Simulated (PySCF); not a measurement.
**Partial charges of `CCC1=CC=CC1(C)C`**

C9H14.
Structure used (GFN2-xTB), in Å, numbered top down from 1:
```
atom  x, y, z in Å
C1     2.869    0.294   -0.397
C2     1.546   -0.459   -0.464
C3     0.387    0.321    0.059
C4     0.360    1.562    0.565
C5    -0.996    1.908    0.947
C6    -1.806    0.881    0.680
C7    -1.018   -0.253    0.081
C8    -1.522   -0.574   -1.330
C9    -1.109   -1.498    0.968
H10    2.819    1.208   -0.984
H11    3.673   -0.324   -0.792
H12    3.109    0.555    0.631
H13    1.631   -1.390    0.106
H14    1.343   -0.740   -1.503
H15    1.192    2.232    0.685
H16   -1.270    2.855    1.379
H17   -2.866    0.821    0.846
H18   -2.568   -0.870   -1.293
H19   -0.947   -1.390   -1.763
H20   -1.429    0.301   -1.969
H21   -0.534   -2.316    0.538
H22   -2.145   -1.816    1.059
H23   -0.722   -1.280    1.961
```

Density: PBE0/pcSseg-1 (PySCF); schemes: Mulliken, IAO, Hirshfeld and ESP-fitted. One conformer (not necessarily the lowest) at the GFN2-xTB geometry, without solvent, vibrations or thermal averaging.

**Question.** Do the Mulliken, IAO, Hirshfeld and ESP-fitted schemes agree on where the charge is lowest?

**Answer.** The schemes don't all agree: Mulliken C7 (-0.552); IAO C1 (-0.414); Hirshfeld C1 (-0.116); ESP-fitted C6 (-0.499).

**Question.** Which atoms carry the highest charge in the Mulliken, IAO, Hirshfeld and ESP-fitted schemes?

**Answer.** The schemes don't all agree: Mulliken H13 and H14 (+0.130); IAO H16 (+0.149); Hirshfeld H16 (+0.048); ESP-fitted C7 (+0.628).

**Question.** For which atoms does the sign change between the 4 schemes (beyond +0.03 e in one, beyond −0.03 e in another)?

**Answer.** C2 and C7.

**Question.** Tabulate the Mulliken, IAO, Hirshfeld and ESP-fitted charges.

**Answer.** In e:

```
atom                      environment  Mulliken     IAO  Hirshfeld  ESP-fitted
  C1                    methyl carbon    -0.267  -0.414     -0.116      -0.326
  C2                   allylic carbon    -0.153  -0.256     -0.065      +0.105
  C3  fully substituted alkene carbon    -0.151  +0.005     +0.011      -0.104
  C4                 alkene CH carbon    -0.071  -0.195     -0.070      -0.251
  C5                 alkene CH carbon    -0.031  -0.164     -0.062      -0.101
  C6                 alkene CH carbon    -0.018  -0.171     -0.056      -0.499
  C7                   allylic carbon    -0.552  +0.032     +0.019      +0.628
  C8                    methyl carbon    -0.122  -0.405     -0.115      -0.486
  C9                    methyl carbon    -0.122  -0.405     -0.115      -0.470
 H10                  methyl hydrogen    +0.117  +0.140     +0.039      +0.085
 H11                  methyl hydrogen    +0.115  +0.141     +0.041      +0.083
 H12                  methyl hydrogen    +0.117  +0.140     +0.039      +0.085
 H13               methylene hydrogen    +0.130  +0.139     +0.041      +0.024
 H14               methylene hydrogen    +0.130  +0.139     +0.041      +0.021
 H15                 vinylic hydrogen    +0.059  +0.144     +0.044      +0.163
 H16                 vinylic hydrogen    +0.073  +0.149     +0.048      +0.154
 H17                 vinylic hydrogen    +0.068  +0.145     +0.045      +0.202
 H18                  methyl hydrogen    +0.111  +0.139     +0.041      +0.122
 H19                  methyl hydrogen    +0.110  +0.133     +0.038      +0.099
 H20                  methyl hydrogen    +0.118  +0.147     +0.038      +0.129
 H21                  methyl hydrogen    +0.110  +0.133     +0.038      +0.094
 H22                  methyl hydrogen    +0.111  +0.139     +0.041      +0.120
 H23                  methyl hydrogen    +0.118  +0.147     +0.038      +0.123
```

Mean size of the charges over all atoms: ESP-fitted 0.195 e, IAO 0.175 e, Mulliken 0.129 e, Hirshfeld 0.052 e. Each set sums to the total charge, 0, to within 0.001 e. The ESP scheme is a least-squares fit of atom-centred charges to the potential on four shells outside the van der Waals surface, with the total charge fixed.

**Question.** How closely do the schemes follow one another over all atoms?

**Answer.** Correlation coefficient and root-mean-square difference: IAO with Hirshfeld 0.99, 0.144 e; Hirshfeld with ESP-fitted 0.77, 0.213 e; IAO with ESP-fitted 0.74, 0.171 e; Mulliken with IAO 0.60, 0.167 e; Mulliken with Hirshfeld 0.56, 0.140 e; Mulliken with ESP-fitted 0.04, 0.298 e.

**Question.** Sum the charges by element.

**Answer.** 
```csv
element,atoms,Mulliken,IAO,Hirshfeld,ESP-fitted
C,9,-1.487,-1.973,-0.570,-1.504
H,14,+1.487,+1.973,+0.570,+1.504
```
